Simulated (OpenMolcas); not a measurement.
**Ar3+: effect of the basis set**

| Item | Value |
| --- | --- |
| Program | OpenMolcas 26.06 |
| Method | RASSCF |
| Active space | 5 electrons in 9 orbitals (RAS2 3s 3p; RAS3 3d, at most 2 electrons) |
| State averaging | 2S+1 = 4 odd, 1 root; 2S+1 = 2 odd, 11 roots; 2S+1 = 4 even, 3 roots; 2S+1 = 2 even, 9 roots |
| Spin-orbit coupling | RASSI with atomic mean-field integrals over the reference wave functions, term energies averaged over their components |

A. ANO-RCC-VTZP [5s4p2d1f], DKH2, point nucleus; cost roughly 18 core-seconds
B. ANO-R2 [5s4p3d1f], X2C, finite nucleus; cost about 30 core-seconds
C. ANO-RCC-VQZP [6s5p3d2f1g], DKH2, point nucleus; cost of the order of 17 core-seconds
D. ANO-RCC [8s7p5d4f2g], DKH2, point nucleus; cost of the order of 40 core-seconds

Energies in cm⁻¹ above 3s² 3p³ ⁴S°_3/2, the measured ground level; measured values from Saloman, J. Phys. Chem. Ref. Data 39, 033101 (2010).

```tsv
Level	A	B	C	D	Measured
3s² 3p³ ⁴S°_3/2	0.0	0.0	0.0	0.0	0.0
3s² 3p³ ²D°_3/2	25053	24895	25177	25143	21091
3s² 3p³ ²D°_5/2	25156	24999	25280	25246	21220
3s² 3p³ ²P°_1/2	39219	39029	39355	39334	34855
3s² 3p³ ²P°_3/2	39326	39139	39462	39442	35032
3s 3p⁴ ⁴P_5/2	118380	117444	118349	117632	117563
3s 3p⁴ ⁴P_3/2	119248	118304	119212	118492	118516
3s 3p⁴ ⁴P_1/2	119745	118796	119706	118984	119043
3s 3p⁴ ²D_3/2	152495	150480	152332	150829	145921
3s 3p⁴ ²D_5/2	152528	150520	152365	150867	145999
```

Deviations, from unrounded energies. A percentage is the sum of absolute deviations over the sum of measured energies, with the sign that they share, or ± where signs differ.

```tsv
Against measurement	Levels	A	B	C	D
mean absolute deviation (cm-1)	9	3500	2800	3600	3000
other terms of the ground configuration (%)	4	+14.8	+14.1	+15.2	+15.1
other configurations (%)	5	+2.4	±1.5	+2.3	±1.5
```

B lies closest to measurement on these levels and C furthest from it. The largest miss of B in the table is 3s 3p⁴ ²D_3/2, by +4600 cm-1. The ranking rests on the paired levels alone, and a cruder setting can come out closer through cancelling errors.

Among A to D the level of the table that moves most is 3s 3p⁴ ²D_3/2, by 2000 cm-1 (lowest in B, highest in A).

The run also gave levels led by 3s² 3p² 3d, which use shells meant for correlation; these and all levels above them are left out. Some terms mix strongly with configurations of 3d, whose occupation reaches 0.26 (3s 3p⁴ ²D) (figures for A; the like holds for B, C, D). Computed and measured levels are paired by configuration, term and J; levels that our copy of the source lacks, or whose pairing is in doubt (as where it misses far off the trend of its configuration), stay unpaired and out of the deviations. Levels of configurations outside the active space are missing. Levels that lie high or do not pair safely by name in every column are left out.

° marks odd parity.
